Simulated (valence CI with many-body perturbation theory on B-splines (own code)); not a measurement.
A CI+MBPT run for Se XII

Computed by configuration interaction combined with many-body perturbation theory (CI+MBPT): five valence electrons over a frozen Dirac-Fock core [Ar], a basis of 7 s, 7 p, 8 d, 6 f, 4 g, 1 h functions for each j, with the one-electron correlation potential Σ1 (screened to all orders), the two-electron term Σ2, the three-electron term Σ3, Breit, model QED; selected single and double excitations, second order for the rest, scaled by the run's own slope (own B-spline code, finite nucleus).

Command, and the settings that its task file holds:

```sh
python run_cv.py task.json out
```

```
atom Se  Z=34  mass_number=80  rms_radius_fm=4.1400
core [Ar]
valence 3d5
avg = 1
basis = M
beyond = 1
breit = 1
cap = 32000
capref = 2200
cscale = 1
de = 0.0
dress = 0
eps = 2e-08
extrap = 1
h = 0.27
hh = 1
l2 = 3
lcore = 6
maxit = 60
n2 = 5
natural = 1
nlev = 190
nno = [4, 4, 5, 4, 3, 1]
nroot = 40
nsp = [3, 3, 3, 2, 1, 0]
pt2 = 1
qed = 1
rpa = 1
s1 = 1
s2 = 1
s3 = 1
screen = 1
tol = 2e-05
whole = 1
```

Roughly how long does this run take on one core of Intel(R) Xeon(R) Processor @ 2.30GHz, and how much memory?

7.3 min on 1 thread of Intel(R) Xeon(R) Processor @ 2.30GHz (shared host), peak memory 1.2 GiB.

Log. The first blocks belong to the next ion, which gives the ionisation energy. Fields: 2J, parity (1 odd), roots, reference size, generating configurations, candidates as configurations/state functions, variational space P, stored matrix elements, Davidson steps; e2 is the range of second-order energies in hartree. The first line gives the box (bohr), its intervals, the orbitals and the steps of their self-consistent field. Window is the range of levels sought, series limit the energy at which the first omitted orbital would enter, core excitation an estimate of the first excitation out of the core, left out the lowest levels not solved, and shifts from estimates the range by which levels moved from their first estimate, all in cm⁻¹.

```
rmax 9.6 intervals 62 orbitals 59 references ['3d5', '3d4 4s', '3d4 4p'] scf 6 t 2.0
2J=0 par=0 roots 2 ref 17 generators 7 cand 1653/3168 P 1666/3185 nnz 2.1e+06 it 5
2J=0 par=0 roots 2 ref 17 generators 12 cand 1365/3767 P 3031/6952 nnz 5.2e+06 it 6
   second order: generators 25 cand 15219/37419 e2 -0.00006 -0.00003
2J=2 par=0 roots 2 ref 36 generators 4 cand 572/3110 P 587/3146 nnz 2.4e+06 it 5
2J=2 par=0 roots 2 ref 36 generators 11 cand 1743/9367 P 2330/12513 nnz 2.4e+07 it 6
   second order: generators 28 cand 14557/96865 e2 -0.00011 -0.00007
2J=4 par=0 roots 2 ref 51 generators 6 cand 365/3091 P 381/3142 nnz 2.5e+06 it 6
2J=4 par=0 roots 2 ref 51 generators 10 cand 1799/12813 P 2180/15955 nnz 4.3e+07 it 9
   second order: generators 23 cand 12396/125381 e2 -0.00013 -0.00009
reference levels 1767, estimated 387, window 1078304 1/cm; series limit 2252341, core excitation 730214
2J=5 par=0 roots 16 ref 152 generators 9 cand 188/3169 P 483/6327 nnz 8.5e+06 it 9
2J=5 par=0 roots 16 ref 152 generators 19 cand 1416/21332 P 1899/27659 nnz 1e+08 it 9
   second order: generators 63 cand 63287/2100104 e2 -0.00800 -0.00113
2J=11 par=0 roots 6 ref 67 generators 6 cand 323/3840 P 634/6377 nnz 7.6e+06 it 7
2J=11 par=0 roots 6 ref 67 generators 14 cand 1978/23535 P 2612/29912 nnz 1.2e+08 it 8
   second order: generators 46 cand 59578/1929877 e2 -0.00227 -0.00100
2J=7 par=0 roots 14 ref 137 generators 7 cand 191/3381 P 458/6193 nnz 7.7e+06 it 9
2J=7 par=0 roots 14 ref 137 generators 18 cand 1437/22640 P 1895/28833 nnz 1.1e+08 it 10
   second order: generators 56 cand 59182/2136222 e2 -0.00680 -0.00273
2J=9 par=0 roots 11 ref 107 generators 8 cand 245/3760 P 522/6343 nnz 7.9e+06 it 7
2J=9 par=0 roots 11 ref 107 generators 19 cand 1591/22534 P 2113/28877 nnz 1.1e+08 it 11
   second order: generators 59 cand 61120/2143689 e2 -0.00486 -0.00235
2J=3 par=0 roots 12 ref 127 generators 7 cand 261/3649 P 562/6256 nnz 7.4e+06 it 8
2J=3 par=0 roots 12 ref 127 generators 18 cand 2107/23497 P 2669/29753 nnz 1.1e+08 it 11
   second order: generators 66 cand 67333/1806508 e2 -0.00369 -0.00091
2J=1 par=0 roots 9 ref 74 generators 8 cand 512/3773 P 938/6292 nnz 6e+06 it 7
2J=1 par=0 roots 9 ref 74 generators 22 cand 4128/26255 P 5066/32547 nnz 1.1e+08 it 9
   second order: generators 56 cand 48684/579113 e2 -0.00032 -0.00013
2J=13 par=0 roots 3 ref 35 generators 3 cand 533/4109 P 905/6438 nnz 6.4e+06 it 8
2J=13 par=0 roots 3 ref 35 generators 9 cand 2778/25940 P 3683/32378 nnz 1.3e+08 it 8
   second order: generators 28 cand 42605/933600 e2 -0.00043 -0.00029
left out: unestimated 1548070, estimated 1141196, shifts from estimates -186 to 649
operators 5.4
```

The Davidson iterations converged.

No measured spectrum was set against this ion. As an estimate, terms of the open shell hold to 2 to 4 % of their energy, and close levels can change places. Among the levels kept, up to 940 cm⁻¹ of a level comes from second order outside the variational space, and about a tenth of that is noise between levels of different J, which matters for small intervals. Excitations out of the core, of the other parity, are not computed and may begin above about 72.4 eV (a cautious bound); beyond it only levels of the ground parity were kept, without lifetimes. Only levels of the ground parity were solved; by the run's estimate the other parity begins above the list, which can be wrong where configurations are misplaced.

```
Valence energy                            : -78.78235 hartree
Ionisation energy                         : 342.13 eV (NIST: 342.9 ± 2.5 eV (theoretical))
Reference configurations for the orbitals : 3d5, 3d4 4s, 3d4 4p
Radial orbitals                           : 59
Box radius                                : 9.551 bohr
Largest variational space                 : 32547
Lowest levels                             : 3d5 6S_5/2 0.0, 3d5 4G_5/2 65758, 3d5 4G_11/2 66241, 3d5 4G_7/2 66454, 3d5 4G_9/2 66744, 3d5 4P_5/2 71421, 3d5 4P_3/2 72951, 3d5 4P_1/2 74732, 3d5 4D_7/2 80345, 3d5 4D_1/2 82738, 3d5 4D_5/2 83602, 3d5 4D_3/2 83854, 3d5 2I_11/2 95478, 3d5 2I_13/2 96796 cm⁻¹
```

Names give the largest LS component (configuration and term), which can be under half, so a name can repeat, a term be missing and a line seem to break the LS rules; names also repeat where a configuration has a term twice.
